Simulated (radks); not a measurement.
Results of a calculation; reference values are marked as such.
Orbital eigenvalues (eV) of the copper ion Cu+, [Ar] 3d10, at several levels of relativity; Dirac values are averaged over j with weights 2j + 1. Spin-unpolarised spherical Kohn-Sham, LDA (Slater exchange, Perdew-Wang correlation), point nucleus unless stated (finite: rms radius 3.8823 fm), a radial shooting solver on a logarithmic mesh with Libxc functionals. A level marked "c x" has the speed of light scaled by that factor and shares open shells by 2j + 1; other Dirac levels either fill j = l - 1/2 first or share by 2j + 1.

| shell | non-rel. | scalar-rel. | Dirac, 2j+1 shares, finite nucleus | Dirac, c x 2 | change of magnitude, last against first (%) |
|---|---|---|---|---|---|
| 1s | -8737.7 | -8842.1 | -8839.7 | -8762.8 | +0.29 |
| 2s | -1046.2 | -1068.8 | -1068.5 | -1051.7 | +0.52 |
| 2p | -919.45 | -924.88 | -924.63 | -920.73 | +0.14 |
| 3s | -119.02 | -122.84 | -122.80 | -119.94 | +0.78 |
| 3p | -79.633 | -80.748 | -80.743 | -79.905 | +0.34 |
| 3d | -14.100 | -14.007 | -14.007 | -14.076 | -0.17 |
| 4s (empty) | -11.832 | -12.152 | -12.151 | -11.909 | +0.66 |
| 4p (empty) | -6.5395 | -6.6272 | -6.6279 | -6.5612 | +0.33 |
